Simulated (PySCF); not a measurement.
# wB97X-V on Nd³⁺ (neodymium, charge +3)

Configuration: [Xe] 4f3, one real determinant. Calculation: PySCF 2.14, in cc-pVTZ-X2C; scalar relativity by spin-free X2C-1e.

- Total energy: -9621.56 hartree
- One-electron energy: -13073.30 hartree
- Hartree (Coulomb) energy: 3675.88 hartree
- Exchange-correlation energy: -224.14 hartree
- ⟨S²⟩: 3.7511
- ⟨L²⟩: 34.005
- Sum of ⟨r⟩: 33.04 bohr
- Sum of ⟨r²⟩: 37.27 bohr²
- Traceless quadrupole moment −½Σ⟨3z² − r²⟩ along its main axis: -0.0540 e·bohr²
- Langevin diamagnetic susceptibility: -29.5 ×10⁻⁶ cm³/mol
- Time after the integrals: 9.1 s of wall time on 2 threads of Neoverse-V1 (shared host)

| shell | electrons | mean orbital energy (eV) | spread (eV) | rms radius, mean of both spins (bohr) |
| --- | --- | --- | --- | --- |
| 1s α | 1 | -43410.8 | 0 | 0.0269 |
| 1s β | 1 | -43410.8 | 0 | 0.0269 |
| 2s α | 1 | -7071.0 | 0 | 0.109 |
| 2s β | 1 | -7071.0 | 0 | 0.109 |
| 2p α | 3 | -6331.6 | 0.048 | 0.0978 |
| 2p β | 3 | -6331.5 | 0.049 | 0.0978 |
| 3s α | 1 | -1570.8 | 0 | 0.284 |
| 3s β | 1 | -1569.9 | 0 | 0.284 |
| 3p α | 3 | -1335.9 | 0.218 | 0.284 |
| 3p β | 3 | -1334.9 | 0.293 | 0.284 |
| 3d α | 5 | -1006.2 | 0.149 | 0.262 |
| 3d β | 5 | -1005.3 | 0.360 | 0.262 |
| 4s α | 1 | -344.70 | 0 | 0.644 |
| 4s β | 1 | -342.09 | 0 | 0.644 |
| 4p α | 3 | -266.97 | 0.275 | 0.684 |
| 4p β | 3 | -264.28 | 0.489 | 0.684 |
| 4d α | 5 | -154.99 | 0.252 | 0.758 |
| 4d β | 5 | -151.98 | 0.767 | 0.758 |
| 5s α | 1 | -73.580 | 0 | 1.53 |
| 5s β | 1 | -72.287 | 0 | 1.53 |
| 5p α | 3 | -52.793 | 0.114 | 1.75 |
| 5p β | 3 | -51.821 | 0.205 | 1.75 |
| 4f α | 3 | -37.324 | 0.223 | 1.07 |

⟨L²⟩ = 34.00 against 42 for a pure I term, so this real determinant mixes terms. Spin-orbit coupling, absent here, splits the open shell strongly.

Densities and radii are taken from the X2C orbitals without a picture-change correction, which distorts them close to the nucleus.
